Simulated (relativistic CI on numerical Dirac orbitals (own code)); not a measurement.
## Rh XXXIV: computed level list

Method of calculation: Dirac-Coulomb-Breit CI, orbitals from a KLI potential per configuration, model QED, unscaled Slater integrals (own radial code, finite nucleus).

Configuration list (outside the closed core [Ne]): 3s², 3s3p, 3p², 3s3d, 3d², 3p3d, 3p4s, 3d4s, 3s4s, 3s4p, 3s4d, 3s4f, 3s5s, 3s5p, 3s5d, 3s5f. Levels of other configurations are missing.

| No. | Configuration | Term | J | E (Ry) | % | Lifetime (s) | jj configuration (%) |
| --- | --- | --- | --- | --- | --- | --- | --- |
| 1 | 3s² | ¹S | 0 | 0.0000 | 98 |  | closed (98) |
| 2 | 3s3p | ³P° | 0 | 4.8910 | 100 |  | 3s 3p1/2 (100) |
| 3 | 3s3p | ³P° | 1 | 5.3139 | 88 | 3.75e-10 | 3s 3p1/2 (93) |
| 4 | 3s3p | ³P° | 2 | 7.5423 | 100 | 5.75e-06 | 3s 3p3/2 (100) |
| 5 | 3s3p | ¹P° | 1 | 9.1999 | 87 | 8.53e-12 | 3s 3p3/2 (92) |
| 6 | 3p² | ³P | 0 | 11.7990 | 78 | 1.96e-11 | 3p1/2^2 (97) |
| 7 | 3p² | ¹D | 2 | 13.9131 | 59 | 2.94e-11 | 3p1/2 3p3/2 (86) |
| 8 | 3p² | ³P | 1 | 13.9778 | 100 | 1.06e-11 | 3p1/2 3p3/2 (100) |
| 9 | 3s3d | ³D | 1 | 16.0095 | 100 | 1.00e-11 | 3s 3d3/2 (100) |
| 10 | 3s3d | ³D | 2 | 16.0903 | 54 | 8.76e-12 | 3s 3d3/2 (66) |
| 11 | 3s3d | ³D | 2 | 16.3621 | 45 | 1.38e-11 | 3s 3d5/2 (46) |
| 12 | 3s3d | ³D | 3 | 16.5633 | 100 | 1.72e-11 | 3s 3d5/2 (100) |
| 13 | 3p² | ¹S | 0 | 17.8267 | 76 | 7.41e-12 | 3p3/2^2 (96) |
| 14 | 3s3d | ¹D | 2 | 18.2681 | 61 | 5.91e-12 | 3s 3d5/2 (45) |
| 15 | 3p3d | ³F° | 2 | 21.2882 | 78 | 4.79e-11 | 3p1/2 3d3/2 (100) |
| 16 | 3p3d | ³F° | 3 | 22.4132 | 77 | 3.00e-11 | 3p1/2 3d5/2 (87) |
| 17 | 3p3d | ³P° | 2 | 22.5351 | 41 | 1.36e-11 | 3p1/2 3d5/2 (97) |
| 18 | 3p3d | ³D° | 1 | 22.5681 | 64 | 6.52e-12 | 3p1/2 3d3/2 (95) |
| 19 | 3p3d | ¹D° | 2 | 24.3627 | 41 | 7.02e-12 | 3p3/2 3d3/2 (80) |
| 20 | 3p3d | ³F° | 4 | 24.4808 | 100 | 2.08e-11 | 3p3/2 3d5/2 (100) |
| 21 | 3p3d | ³D° | 3 | 24.8095 | 66 | 6.49e-12 | 3p3/2 3d3/2 (59) |
| 22 | 3p3d | ³P° | 0 | 24.8471 | 100 | 6.00e-12 | 3p3/2 3d3/2 (100) |
| 23 | 3p3d | ³P° | 1 | 24.8657 | 72 | 5.95e-12 | 3p3/2 3d3/2 (95) |
| 24 | 3p3d | ³P° | 2 | 25.1397 | 56 | 7.60e-12 | 3p3/2 3d5/2 (81) |
| 25 | 3p3d | ¹F° | 3 | 26.1752 | 79 | 6.66e-12 | 3p3/2 3d5/2 (66) |
| 26 | 3p3d | ¹P° | 1 | 26.5655 | 82 | 6.54e-12 | 3p3/2 3d5/2 (91) |
| 27 | 3d² | ³F | 2 | 32.4128 | 91 | 5.66e-12 | 3d3/2^2 (91) |
| 28 | 3d² | ³F | 3 | 32.8501 | 100 | 7.16e-12 | 3d3/2 3d5/2 (100) |
| 29 | 3d² | ³F | 4 | 33.2025 | 87 | 8.74e-12 | 3d3/2 3d5/2 (54) |
| 30 | 3d² | ³P | 0 | 33.2885 | 93 | 4.83e-12 | 3d3/2^2 (83) |
| 31 | 3d² | ¹D | 2 | 33.4234 | 47 | 5.88e-12 | 3d3/2 3d5/2 (90) |
| 32 | 3d² | ³P | 1 | 33.5459 | 100 | 5.74e-12 | 3d3/2 3d5/2 (100) |
| 33 | 3d² | ¹G | 4 | 33.8787 | 87 | 1.11e-11 | 3d5/2^2 (54) |
| 34 | 3d² | ³P | 2 | 34.0493 | 54 | 7.97e-12 | 3d5/2^2 (98) |
| 35 | 3d² | ¹S | 0 | 35.5112 | 92 | 5.34e-12 | 3d5/2^2 (82) |
| 36 | 3s4s | ³S | 1 | 69.7923 | 100 | 1.82e-13 | 3s 4s (100) |
| 37 | 3s4s | ¹S | 0 | 70.3746 | 100 | 1.97e-13 | 3s 4s (100) |
| 38 | 3s4p | ³P° | 0 | 72.3503 | 99 | 8.05e-13 | 3s 4p1/2 (99) |
| 39 | 3s4p | ³P° | 1 | 72.3885 | 69 | 2.46e-13 | 3s 4p1/2 (99) |
| 40 | 3s4p | ¹P° | 1 | 73.3969 | 65 | 1.53e-13 | 3s 4p3/2 (94) |
| 41 | 3s4p | ³P° | 2 | 73.4141 | 100 | 9.28e-13 | 3s 4p3/2 (100) |
| 42 | 3p4s | ³P° | 0 | 75.7148 | 99 | 2.74e-13 | 3p1/2 4s (99) |
| 43 | 3p4s | ³P° | 1 | 75.8908 | 71 | 2.26e-13 | 3p1/2 4s (94) |
| 44 | 3s4d | ³D | 1 | 76.4257 | 100 | 9.83e-14 | 3s 4d3/2 (100) |
| 45 | 3s4d | ³D | 2 | 76.4602 | 79 | 9.92e-14 | 3s 4d3/2 (95) |

Energies count from the lowest computed level; ° marks odd parity; lifetimes are radiative, by E1, M1, E2, M2 decay to levels of this space only; some are left blank where a channel outside the calculation adds to the decay or the decay crosses a small, uncertain gap. Filled j subshells are mostly left out of the jj labels.

The mean weight of the leading LS term, summed over parents, in these 45 levels is 81 %, and that of the leading jj configuration (from the same eigenvectors) 89 %.

At this charge energies of transitions that change n are usually good to better than 1 %, and those within a shell (Δn = 0) to a few per cent.

LS names give the leading component of a level, which can be under half, so a name can repeat, a term be missing and a line seem to break the LS rules.
